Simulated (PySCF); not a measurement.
C3H5AlF2.
Geometry (PBE0-D3(BJ)/def2-SVP, Å), atoms numbered from 1 in this order:
```xyz
11
C3H5AlF2 angstrom
F     -0.0911    1.5147    0.6786
C     -1.2492    0.7678    0.5248
C     -1.0944   -0.4481   -0.0010
F     -2.1879   -1.1912   -0.1677
C      0.2165   -0.9945   -0.3972
Al     1.5590    0.4674   -0.1038
H     -2.1391    1.2915    0.8639
H      0.4285   -1.8946    0.2064
H      0.1672   -1.3189   -1.4514
H      2.4924    0.3951    1.1812
H      1.9332    1.3830   -1.3496
```

Computed with PBE0-D3(BJ)/def2-SVP geometry optimisation, gas phase (PySCF 2.14.0).

(1) Which atoms are bound to Al6, and at what distances?

(2) List the angles at Al6.

(3) What is the shape at Al6?

(4) What are the other bond lengths?

(5) Give some angles away from the centre.

(6) What are the rotational constants (commonest isotopes, rigid rotor)?

Results:

(1) 3 atoms: H10 1.590 Å, H11 1.591 Å, C5 2.006 Å. The nearest atom not counted as bound is F1, at 2.11 Å.

(2) 
| angle | degrees | distance of the outer atoms (Å) |
| --- | --- | --- |
| H10–Al6–H11 | 121.4 | 2.77 |
| C5–Al6–H10 | 118.6 | 3.10 |
| C5–Al6–H11 | 117.5 | 3.08 |

(3) Almost planar: angles 121.4°, 118.6° and 117.5°, sum 357.5°, 0.16 Å off the plane of its three neighbours.

(4) F1–C2 1.387 Å; C2=C3 1.334 Å; C3–F4 1.333 Å; C3–C5 1.474 Å; C2–H7 1.087 Å; C5–H8, C5–H9 1.104 Å.

(5) F1–C2–C3 116.0°, C2–C3–F4 117.5°, C2–C3–C5 123.2°, F4–C3–C5 119.3°, C3–C5–Al6 106.6°.

(6) A = 5249, B = 2147, C = 1577 MHz: an asymmetric top.

Point group: near Cs, missed by 0.18 Å at most; the miss may be what the optimiser left on a soft mode. Charge 0, singlet. Not checked by PBE0-D3(BJ)/def2-SVP frequencies.

One conformer stands for the species.
